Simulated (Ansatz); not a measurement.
Reaction (cleavage of the Si–Ge bond): `C[O][Ge]([OH])([SiH3])[Cl]` + `CO[SiH2]S` → `CO[SiH2]S[SiH3]` + `C[O][GeH]([OH])[Cl]`

Gas-phase electronic energies from Ansatz, PBE0-D4/def2-TZVP geometries. CCSD(T)/CBS is the MP2 limit (def2-TZVPP, def2-QZVPP) plus CCSD(T) − MP2 in def2-TZVPP, frozen cores. This one scheme is used for every species. DFT in def2-TZVPP. B3LYP here is the variant with VWN-RPA as its local correlation; programs differ in this. For Ge outer-core shells are correlated without core-valence functions, which leaves a few kJ/mol of doubt a bond. Scalar relativity is left out up to krypton. One conformer a species, not always the lowest.

`C[O][Ge]([OH])([SiH3])[Cl]`:

```xyz
13

C     0.334    1.958    0.856
O     0.912    0.671    0.890
Ge   -0.006   -0.758    0.403
O     0.958   -2.116    0.969
Si   -0.480   -0.988   -1.920
Cl   -1.871   -0.673    1.512
H     1.073    2.662    1.242
H    -0.565    2.017    1.480
H     0.071    2.264   -0.164
H     1.312   -1.965    1.851
H    -1.315   -2.198   -2.108
H    -1.221    0.225   -2.345
H     0.797   -1.101   -2.665
```

`CO[SiH2]S`:

Z-matrix (Å, degrees):
```
C
O 1 1.410
H 1 1.091 2 108.1
H 1 1.096 2 111.7 3 119.3
H 1 1.095 2 111.3 3 -119.1
Si 2 1.639 1 122.6 3 -170.3
S 6 2.120 2 109.8 1 171.1
H 6 1.488 2 108.6 1 49.0
H 6 1.485 2 111.9 1 -72.6
H 7 1.344 6 94.3 2 -69.2
```

`CO[SiH2]S[SiH3]`:

Z-matrix (Å, degrees):
```
C
O 1 1.410
H 1 1.091 2 108.1
H 1 1.095 2 111.1 3 119.3
H 1 1.096 2 111.4 3 -119.3
Si 2 1.633 1 123.9 3 178.0
S 6 2.139 2 112.6 1 59.0
H 6 1.477 2 105.7 1 177.4
H 6 1.490 2 110.6 1 -60.8
Si 7 2.136 6 97.7 2 -101.1
H 10 1.484 7 111.4 6 -68.5
H 10 1.483 7 106.3 6 172.0
H 10 1.486 7 111.0 6 52.9
```

`C[O][GeH]([OH])[Cl]`:

Cartesian coordinates in Å:
```
C -1.494 0.236 -0.687
O -0.135 -0.137 -0.792
Ge 0.848 -0.393 0.641
O 2.497 -0.566 0.081
Cl 0.642 1.360 1.874
H -2.095 -0.544 -0.205
H -1.873 0.384 -1.700
H -1.617 1.169 -0.128
H 0.478 -1.626 1.461
H 2.748 0.118 -0.545
```

```json
{"level": "PBE-D4", "ΔE (kJ/mol)": "-38.5", "difference from CCSD(T)/CBS": "9.1"}
{"level": "r2SCAN-D4", "ΔE (kJ/mol)": "-46.2", "difference from CCSD(T)/CBS": "1.4"}
{"level": "PBE0-D4", "ΔE (kJ/mol)": "-44.1", "difference from CCSD(T)/CBS": "3.5"}
{"level": "B3LYP-D4", "ΔE (kJ/mol)": "-41.5", "difference from CCSD(T)/CBS": "6.1"}
{"level": "ωB97X-V", "ΔE (kJ/mol)": "-46.7", "difference from CCSD(T)/CBS": "0.9"}
{"level": "ωB97M-V", "ΔE (kJ/mol)": "-48.7", "difference from CCSD(T)/CBS": "-1.1"}
{"level": "B2PLYP", "ΔE (kJ/mol)": "-44.2", "difference from CCSD(T)/CBS": "3.4"}
{"level": "PBE", "ΔE (kJ/mol)": "-36.2", "difference from CCSD(T)/CBS": "11.4"}
{"level": "r2SCAN", "ΔE (kJ/mol)": "-45.8", "difference from CCSD(T)/CBS": "1.8"}
{"level": "PBE0", "ΔE (kJ/mol)": "-42.3", "difference from CCSD(T)/CBS": "5.3"}
{"level": "B3LYP", "ΔE (kJ/mol)": "-37.7", "difference from CCSD(T)/CBS": "9.9"}
{"level": "HF/def2-TZVPP", "ΔE (kJ/mol)": "-51.7", "difference from CCSD(T)/CBS": "-4.1"}
{"level": "MP2/def2-TZVPP", "ΔE (kJ/mol)": "-53.8", "difference from CCSD(T)/CBS": "-6.2"}
{"level": "SCS-MP2/def2-TZVPP", "ΔE (kJ/mol)": "-51.8", "difference from CCSD(T)/CBS": "-4.2"}
{"level": "CCSD/def2-TZVPP", "ΔE (kJ/mol)": "-45.4", "difference from CCSD(T)/CBS": "2.2"}
{"level": "CCSD(T)/def2-TZVPP", "ΔE (kJ/mol)": "-45.8", "difference from CCSD(T)/CBS": "1.8"}
{"level": "HF/def2-QZVPP", "ΔE (kJ/mol)": "-52.6", "difference from CCSD(T)/CBS": "-5.0"}
{"level": "MP2/def2-QZVPP", "ΔE (kJ/mol)": "-55.2", "difference from CCSD(T)/CBS": "-7.6"}
{"level": "SCS-MP2/def2-QZVPP", "ΔE (kJ/mol)": "-53.5", "difference from CCSD(T)/CBS": "-5.9"}
{"level": "HF/CBS(def2)", "ΔE (kJ/mol)": "-52.7", "difference from CCSD(T)/CBS": "-5.1"}
{"level": "MP2/CBS(def2)", "ΔE (kJ/mol)": "-55.7", "difference from CCSD(T)/CBS": "-8.1"}
{"level": "CCSD/CBS(def2)", "ΔE (kJ/mol)": "-47.3", "difference from CCSD(T)/CBS": "0.3"}
{"level": "CCSD(T)/CBS", "ΔE (kJ/mol)": "-47.6", "difference from CCSD(T)/CBS": "0"}
```

Largest T1 diagnostic among the species: 0.012.

The D4 term adds −3.8 kJ/mol with B3LYP and −1.8 kJ/mol with PBE0; it sums over pairs of atoms, weighted by their polarisabilities, and B3LYP, whose exchange is more repulsive, gets the larger term. From PBE to PBE0 (25 % exact exchange), in def2-TZVPP and without D4, ΔE moves by −6.1 kJ/mol.
